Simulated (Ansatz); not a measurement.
Geometry optimisation, RKS PBE0-D4/def2-SVP in Ansatz 0.2.0.

The input (input.yaml):

```yaml
crystal:
  periodic: [false, false, false]
  atoms:
    - { symbol: Al, position_ang: [-1.8803, 0.5427, -0.692] }
    - { symbol: Si, position_ang: [0.3718, 0.8041, -0.2485] }
    - { symbol: Ge, position_ang: [1.0615, -1.0508, 0.911] }
    - { symbol: H, position_ang: [-2.3416, -0.7891, -1.3301] }
    - { symbol: H, position_ang: [-2.6809, 1.8639, -1.2997] }
    - { symbol: H, position_ang: [-1.77351, 0.75297, 0.82983] }
    - { symbol: H, position_ang: [1.1464, 0.9091, -1.508] }
    - { symbol: H, position_ang: [2.6475, -0.9025, 1.2191] }
    - { symbol: H, position_ang: [0.3095, -1.1383, 2.2972] }
    - { symbol: H, position_ang: [0.8432, -2.3216, 0.0975] }
basis:
  gaussian: { orbitals: def2-SVP }
hamiltonian:
  xc: pbe0
  dispersion: d4
relax:
  f_tol: 0.02
  max_steps: 50
```

Run as:

```bash
$ ansatz run input.yaml --threads 2 --pin off --max-ram 3072MiB --backend cpu --events-out ev --progress --plain --runs-dir out
```

Question: Where does it end, and by what steps?

Answer: The forces met the threshold. The force dipped under the threshold on the way, but the program's further checks kept it going. After 37 steps the energy has fallen by 3.640 eV; H5 moved furthest, 1.83 Å. Parted: Al1–H4 (1.55 → 3.32 Å). Joined: Si2–H4 (3.33 → 1.50 Å).

| step | energy less start (eV) | largest force component (eV/Å) | accepted |
| --- | --- | --- | --- |
| 0 | 0.0000 | 2.759 | yes |
| 2 | -1.7859 | 0.552 | yes |
| 4 | -2.0152 | 0.359 | yes |
| 6 | -2.3963 | 0.765 | yes |
| 8 | -3.0157 | 0.666 | yes |
| 10 | -3.2750 | 0.212 | yes |
| 12 | -3.3319 | 0.252 | yes |
| 14 | -3.4634 | 0.236 | yes |
| 16 | -3.5872 | 0.084 | yes |
| 18 | -3.6053 | 0.147 | yes |
| 20 | -3.6256 | 0.017 | yes |
| 22 | -3.6300 | 0.101 | yes |
| 24 | -3.6350 | 0.056 | yes |
| 26 | -3.6361 | 0.083 | yes |
| 28 | -3.6372 | 0.032 | yes |
| 30 | -3.6379 | 0.058 | yes |
| 32 | -3.6387 | 0.029 | yes |
| 34 | -3.6391 | 0.072 | yes |
| 36 | -3.6395 | 0.004 | yes |
| 37 | -3.6396 | 0.016 | yes |

```xyz
10
Properties=species:S:1:pos:R:3
Al -1.928 1.331 -0.137
Si -0.355 -0.361 -0.943
Ge 1.103 -1.043 0.828
H -1.051 -1.596 -1.431
H -1.576 2.879 -0.258
H -3.289 0.887 0.561
H 0.513 0.147 -2.055
H 1.877 0.170 1.384
H 0.288 -1.654 1.986
H 2.123 -2.090 0.342
```

Time of the run: 2.8 min on 2 threads of Arm Neoverse N1 (shared host), peak memory 0.26 GiB.
